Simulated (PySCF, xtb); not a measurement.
Ga(OH)(SiH3)2 (GaH7OSi2), SMILES [OH][Ga]([SiH3])[SiH3].

GFN2-xTB (xtb 6.7.1) at its own geometry gives an orbital gap of 3.13 eV and a dipole moment of 0.26 D.

Coordinates come from a TPSSh-D3(BJ)/def2-SVP optimisation. The values are those of a single conformer.

Q: What does PBE/def2-TZVP (PySCF) give? (The exact figures need the calculation; the answer reports its results.)

A: gap 3.64 eV (levels -6.22 and -2.58 eV), dipole 1.19 D.
